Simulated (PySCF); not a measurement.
# Core-level binding energies of (Cl2B-mu-NH2)2

Species: (Cl2B-mu-NH2)2.
Geometry (PBE0-D3(BJ)/def2-SVP, Å), atoms numbered from 1 in this order:
```
atom  x, y, z in Å
B1    -0.1872    1.0444   -0.2694
Cl2   -0.2908    1.5822   -2.0003
Cl3   -0.4243    2.3406    0.9806
N4     1.1331    0.2029    0.0036
B5     0.2064   -1.0589    0.2755
Cl6    0.4414   -2.3451   -0.9856
Cl7    0.3130   -1.6112    2.0018
N8    -1.1136   -0.2160    0.0099
H9     1.6714    0.5162    0.8109
H10    1.7475    0.1088   -0.8045
H11   -1.7227   -0.1192    0.8220
H12   -1.6587   -0.5276   -0.7936
```

Theory: delta-SCF UKS SCAN, pcX-2 on the ionised atom, pcseg-1 elsewhere, spin-free X2C (PySCF 2.14.0). Vertical ΔSCF values, vacuum level as zero.

Question: List the computed XPS lines with their assignment.

Answer: 
| atom(s) | bonded to | level | binding energy (eV) | 2p1/2 (eV) | count |
| --- | --- | --- | --- | --- | --- |
| B1/B5 | 2 Cl and 2 N | B 1s | 198.95 | – | 2 |
| Cl2/Cl3/Cl6/Cl7 | B | Cl 2p3/2 | 206.07 | 207.72 | 4 |
| N4/N8 | 2 H and 2 B | N 1s | 407.33 | – | 2 |
| Cl2/Cl3/Cl6/Cl7 | B | Cl 1s | 2828.65 | – | 4 |

Question: Which effective nuclear charge Zeff reproduces each element's mean 1s value in the hydrogen-like formula E = 13.606 eV × Zeff²?

Answer: B (Z = 5): mean 199.0 eV, Zeff = 3.82, Z − Zeff = 1.18; N (Z = 7): mean 407.3 eV, Zeff = 5.47, Z − Zeff = 1.53; Cl (Z = 17): mean 2828.7 eV, Zeff = 14.42, Z − Zeff = 2.58. Means run over the listed sites, weighted by atom count.

Question: Express the binding energy of Cl 2p3/2 of Cl2/Cl3/Cl6/Cl7 in atomic units and per mole.

Answer: 206.07 eV = 7.5729 Eh = 19883 kJ/mol.

The first atom of each set that the bonding makes equivalent was ionised and stands for the set. For 2p shells one spin-free hole was relaxed; a mean-field spin–orbit operator and the ground-state splitting of the three 2p orbitals were then diagonalised within the shell. The shell's mean is (2 × 2p3/2 + 2p1/2)/3, and the degeneracies 2j + 1 give areas of 2:1. 2p1/2 minus 2p3/2 (ligand field included): Cl 1.65 eV. The structure is a single PBE0-D3(BJ)/def2-SVP conformer in the gas phase; no vibrational or solvent corrections.

The run took 36 s on one thread of an Arm Neoverse V2 (shared host), and the process peaked at 0.67 GiB of memory.
